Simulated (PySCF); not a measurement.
PySCF input for H₃O₂, SMILES O[OH2+], charge +1, ADC(2)/aug-cc-pVDZ. Geometry optimised at B3LYP-D3(BJ)/def2-TZVP. The isomer is the one that the SMILES or the coordinates give; other isomers of the formula were not compared.

```python
import numpy as np
from pyscf import gto, scf, dft, adc

mol = gto.M(
    atom='''
    O     0.77113544   -0.14059782    0.00000000
    O    -0.65828061    0.12204963   -0.00000000
    H     1.11888465    0.77948261   -0.00000002
    H    -1.01086166   -0.31554853    0.81283160
    H    -1.01086166   -0.31554856   -0.81283159
    ''',
    basis='aug-cc-pVDZ',
    charge=1,
    spin=0,
    max_memory=1600,
    verbose=4,
)
mf = scf.RHF(mol)
mf.conv_tol = 1e-10
mf.max_cycle = 100
mf.kernel()
res = {}
for kind, nroots in (('ee', 6), ('ip', 6), ('ea', 2)):
    a = adc.ADC(mf).density_fit('aug-cc-pvdz-ri')
    a.method, a.method_type = 'adc(2)', kind
    e, v, p, x = a.kernel(nroots=nroots)
    res[kind] = (e * 27.211386245988, p)
a = adc.ADC(mf).density_fit('aug-cc-pvdz-ri')
a.method, a.method_type, a.ncvs = 'adc(2)-x', 'ip', 2
e, v, p, x = a.kernel(nroots=2)
res['core ip, CVS-ADC(2)-x'] = (e * 27.211386245988, p)
for kind, (e, p) in res.items():
    print(kind, 'energies / eV', np.round(e, 3), 'strengths', np.round(p, 4))
```

Program output:

```
PySCF version 2.14.0

[INPUT] verbose = 4
[INPUT] num. atoms = 5
[INPUT] num. electrons = 18
[INPUT] charge = 1
[INPUT] spin (= nelec alpha-beta = 2S) = 0
[INPUT] symmetry False subgroup None
[INPUT] Mole.unit = angstrom
[INPUT] Symbol           X                Y                Z      unit          X                Y                Z       unit  Magmom
[INPUT]  1 O      0.771135440000  -0.140597820000   0.000000000000 AA    1.457234786546  -0.265691373511   0.000000000000 Bohr   0.0
[INPUT]  2 O     -0.658280610000   0.122049630000   0.000000000000 AA   -1.243970066012   0.230640374304   0.000000000000 Bohr   0.0
[INPUT]  3 H      1.118884650000   0.779482610000  -0.000000020000 AA    2.114385553480   1.473008651761  -0.000000037795 Bohr   0.0
[INPUT]  4 H     -1.010861660000  -0.315548530000   0.812831600000 AA   -1.910251687223  -0.596300300709   1.536029109392 Bohr   0.0
[INPUT]  5 H     -1.010861660000  -0.315548560000  -0.812831590000 AA   -1.910251687223  -0.596300357401  -1.536029090495 Bohr   0.0

nuclear repulsion = 43.4589686375365
number of shells = 31
number of NR pGTOs = 103
number of NR cGTOs = 73
basis = aug-cc-pVDZ
ecp = {}


[settings echo left out]
init E= -151.427765654546
  HOMO = -0.416239724576467  LUMO = -0.0551163514910078  gap/eV = 9.82667
cycle= 1 E= -150.99908852561  delta_E= 0.429  |g|= 0.527  |ddm|= 2.06
  HOMO = -0.836841019394537  LUMO = -0.199616275824192  gap/eV = 17.33977
cycle= 2 E= -151.055811420329  delta_E= -0.0567  |g|= 0.306  |ddm|= 0.639
  HOMO = -0.846321881748352  LUMO = -0.164421319409824  gap/eV = 18.55546
cycle= 3 E= -151.07050733057  delta_E= -0.0147  |g|= 0.0586  |ddm|= 0.168
  HOMO = -0.83279710056946  LUMO = -0.157612096897598  gap/eV = 18.37272
cycle= 4 E= -151.071605278167  delta_E= -0.0011  |g|= 0.0232  |ddm|= 0.0592
  HOMO = -0.842153980818048  LUMO = -0.156842588257061  gap/eV = 18.64827
cycle= 5 E= -151.07178971316  delta_E= -0.000184  |g|= 0.00826  |ddm|= 0.0241
  HOMO = -0.841947780160789  LUMO = -0.156035255737933  gap/eV = 18.66463
cycle= 6 E= -151.071835964378  delta_E= -4.63e-05  |g|= 0.00295  |ddm|= 0.0158
  HOMO = -0.843210748436902  LUMO = -0.15587806998552  gap/eV = 18.70327
cycle= 7 E= -151.071842219033  delta_E= -6.25e-06  |g|= 0.000692  |ddm|= 0.00728
  HOMO = -0.843267406221792  LUMO = -0.155835707142726  gap/eV = 18.70597
cycle= 8 E= -151.071842634509  delta_E= -4.15e-07  |g|= 0.000248  |ddm|= 0.00152
  HOMO = -0.843277190338052  LUMO = -0.155831581427041  gap/eV = 18.70635
cycle= 9 E= -151.071842701704  delta_E= -6.72e-08  |g|= 6.6e-05  |ddm|= 0.000661
  HOMO = -0.843272796508968  LUMO = -0.155833244352562  gap/eV = 18.70618
cycle= 10 E= -151.071842706103  delta_E= -4.4e-09  |g|= 1.38e-05  |ddm|= 0.000185
  HOMO = -0.843273955589191  LUMO = -0.155834093038643  gap/eV = 18.70619
cycle= 11 E= -151.071842706248  delta_E= -1.45e-10  |g|= 3.12e-06  |ddm|= 3.57e-05
  HOMO = -0.843273878977674  LUMO = -0.155834280114643  gap/eV = 18.70618
cycle= 12 E= -151.071842706256  delta_E= -7.42e-12  |g|= 8.45e-07  |ddm|= 9.29e-06
  HOMO = -0.843273868703552  LUMO = -0.15583422349924  gap/eV = 18.70619
Extra cycle  E= -151.071842706255  delta_E= 7.39e-13  |g|= 4.31e-07  |ddm|= 9.94e-07
converged SCF energy = -151.071842706255

******** <class 'pyscf.adc.radc.RADC'> ********
******** ADC Orbital Information ********
Number of Frozen Occupied Orbitals: 0
Number of Frozen Virtual Orbitals: 0
Number of Active Occupied Orbitals: 9
Number of Active Virtual Orbitals: 64
*****************************************
******** <class 'pyscf.df.df.DF'> ********
auxbasis = aug-cc-pvdz-ri
Reference correlation energy (doubles): -0.41071728
MP2 correlation energy of reference state (a.u.) = -0.41071728

******** <class 'pyscf.adc.radc_ee.RADCEE'> ********
max_space = 12
max_cycle = 50
conv_tol = 1e-08

*************************************************************
        ADC calculation summary (singlet states only)
*************************************************************
adc(2) root 0  |  Energy (Eh) =   0.2261173631  |  Energy (eV) =   6.15296685  |  Osc. strength = 0.00070114  |  conv = True
adc(2) root 1  |  Energy (Eh) =   0.3001890976  |  Energy (eV) =   8.16856141  |  Osc. strength = 0.03599707  |  conv = True
adc(2) root 2  |  Energy (Eh) =   0.3496869592  |  Energy (eV) =   9.51546683  |  Osc. strength = 0.00438853  |  conv = True
adc(2) root 3  |  Energy (Eh) =   0.3924797688  |  Energy (eV) =  10.67991849  |  Osc. strength = 0.00318860  |  conv = True
adc(2) root 4  |  Energy (Eh) =   0.4088283938  |  Energy (eV) =  11.12478724  |  Osc. strength = 0.01702746  |  conv = True
adc(2) root 5  |  Energy (Eh) =   0.4299890339  |  Energy (eV) =  11.70059759  |  Osc. strength = 0.02735318  |  conv = True

******** <class 'pyscf.adc.radc.RADC'> ********
******** ADC Orbital Information ********
Number of Frozen Occupied Orbitals: 0
Number of Frozen Virtual Orbitals: 0
Number of Active Occupied Orbitals: 9
Number of Active Virtual Orbitals: 64
*****************************************
******** <class 'pyscf.df.df.DF'> ********
auxbasis = aug-cc-pvdz-ri
Reference correlation energy (doubles): -0.41071728
MP2 correlation energy of reference state (a.u.) = -0.41071728

******** <class 'pyscf.adc.radc_ip.RADCIP'> ********
max_space = 12
max_cycle = 50
conv_tol = 1e-08

*************************************************************
        ADC calculation summary (doublet states only)
*************************************************************
adc(2) root 0  |  Energy (Eh) =   0.7268505985  |  Energy (eV) =  19.77861221  |  Spec. factor = 1.76542289  |  conv = True
adc(2) root 1  |  Energy (Eh) =   0.7757880930  |  Energy (eV) =  21.11026927  |  Spec. factor = 1.77450061  |  conv = True
adc(2) root 2  |  Energy (Eh) =   0.9151524081  |  Energy (eV) =  24.90256544  |  Spec. factor = 1.74224410  |  conv = True
adc(2) root 3  |  Energy (Eh) =   0.9839445460  |  Energy (eV) =  26.77449486  |  Spec. factor = 1.79604921  |  conv = True
adc(2) root 4  |  Energy (Eh) =   1.0490250615  |  Energy (eV) =  28.54542589  |  Spec. factor = 1.76938810  |  conv = True
adc(2) root 5  |  Energy (Eh) =   1.4149234364  |  Energy (eV) =  38.50202782  |  Spec. factor = 1.64943546  |  conv = True

******** <class 'pyscf.adc.radc.RADC'> ********
******** ADC Orbital Information ********
Number of Frozen Occupied Orbitals: 0
Number of Frozen Virtual Orbitals: 0
Number of Active Occupied Orbitals: 9
Number of Active Virtual Orbitals: 64
*****************************************
******** <class 'pyscf.df.df.DF'> ********
auxbasis = aug-cc-pvdz-ri
Reference correlation energy (doubles): -0.41071728
MP2 correlation energy of reference state (a.u.) = -0.41071728

******** <class 'pyscf.adc.radc_ea.RADCEA'> ********
max_space = 12
max_cycle = 50
conv_tol = 1e-08

*************************************************************
        ADC calculation summary (doublet states only)
*************************************************************
adc(2) root 0  |  Energy (Eh) =  -0.2150000424  |  Energy (eV) =  -5.85044915  |  Spec. factor = 1.84009959  |  conv = True
adc(2) root 1  |  Energy (Eh) =  -0.1664404457  |  Energy (eV) =  -4.52907522  |  Spec. factor = 1.94440447  |  conv = True

******** <class 'pyscf.adc.radc.RADC'> ********
******** ADC Orbital Information ********
Number of Frozen Occupied Orbitals: 0
Number of Frozen Virtual Orbitals: 0
Number of Active Occupied Orbitals: 9
Number of Active Virtual Orbitals: 64
*****************************************
******** <class 'pyscf.df.df.DF'> ********
auxbasis = aug-cc-pvdz-ri
Reference correlation energy (doubles): -0.41071728
MP2 correlation energy of reference state (a.u.) = -0.41071728

******** <class 'pyscf.adc.radc_ip_cvs.RADCIPCVS'> ********
max_space = 12
max_cycle = 50
conv_tol = 1e-08

*************************************************************
        ADC calculation summary (doublet states only)
*************************************************************
adc(2)-x root 0  |  Energy (Eh) =  20.2550711928  |  Energy (eV) = 551.16856109  |  Spec. factor = 1.48236195  |  conv = True
adc(2)-x root 1  |  Energy (Eh) =  20.3042377307  |  Energy (eV) = 552.50645073  |  Spec. factor = 1.53325184  |  conv = True
ee energies / eV [ 6.153  8.169  9.515 10.68  11.125 11.701] strengths [0.0007 0.036  0.0044 0.0032 0.017  0.0274]
ip energies / eV [19.779 21.11  24.903 26.774 28.545 38.502] strengths [1.7654 1.7745 1.7422 1.796  1.7694 1.6494]
ea energies / eV [-5.85  -4.529] strengths [1.8401 1.9444]
core ip, CVS-ADC(2)-x energies / eV [551.169 552.506] strengths [1.4824 1.5333]
```

The calculation finished and met its thresholds.
